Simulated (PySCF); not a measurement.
C4H8BN, SMILES CC1=CCB1N.

The structure is a stationary point at B3LYP-D3(BJ)/def2-SVP. This is a generated structure with no PubChem entry under its InChIKey; it may be hypothetical. Other conformers were not sampled.

These are B3LYP-D3(BJ)/def2-SVP (PySCF) values and carry that method's errors.

Frequencies are harmonic and unscaled.

```csv
mode,ν (cm⁻¹),IR (km/mol),moving atoms (share of kinetic energy)
1,85,2.0,"H 57 %, C 27 %, N 10 %"
2,157,2.3,"H 77 %, C 17 %"
3,207,2.4,"C 37 %, H 33 %, N 28 %"
4,258,8.9,"C 50 %, H 39 %, B 10 %"
5,386,0.1,"C 43 %, H 38 %, B 13 %"
6,496,84.6,"H 75 %, C 10 %, B 9 %"
7,519,78.7,"H 60 %, B 18 %, N 15 %"
8,590,2.5,"C 47 %, N 29 %, H 13 %, B 11 %"
9,615,5.4,"H 80 %, C 11 %, B 8 %"
10,680,0.3,"C 55 %, H 25 %, N 13 %"
11,776,2.7,"H 50 %, C 31 %, B 12 %"
12,840,20.3,"H 75 %, C 14 %, B 11 %"
13,912,0.4,"H 61 %, C 25 %, B 14 %"
14,929,0.5,"H 50 %, C 46 %"
15,988,11.1,"H 67 %, C 33 %"
16,1043,1.0,"H 63 %, C 37 %"
17,1077,36.7,"H 39 %, B 37 %, C 15 %, N 9 %"
18,1094,5.1,"H 78 %, C 21 %"
19,1149,13.3,"C 50 %, H 47 %"
20,1204,5.0,"C 52 %, H 40 %"
21,1290,6.5,"C 49 %, H 38 %, B 11 %"
22,1390,1.4,"H 75 %, C 23 %"
23,1424,36.1,"H 71 %, B 15 %, C 12 %"
24,1447,17.0,"H 76 %, B 13 %, C 10 %"
25,1452,6.0,H 96 %
26,1467,83.1,"H 71 %, B 20 %, C 8 %"
27,1603,210.5,"H 57 %, N 23 %, B 16 %"
28,1671,11.2,C 89 %
29,3009,38.6,H 97 %
30,3016,48.7,H 95 %
31,3056,29.8,"H 90 %, C 10 %"
32,3073,17.0,"H 91 %, C 9 %"
33,3087,47.0,"H 91 %, C 9 %"
34,3094,18.0,"H 90 %, C 10 %"
35,3586,31.0,H 96 %
36,3684,25.6,"H 91 %, N 9 %"
```
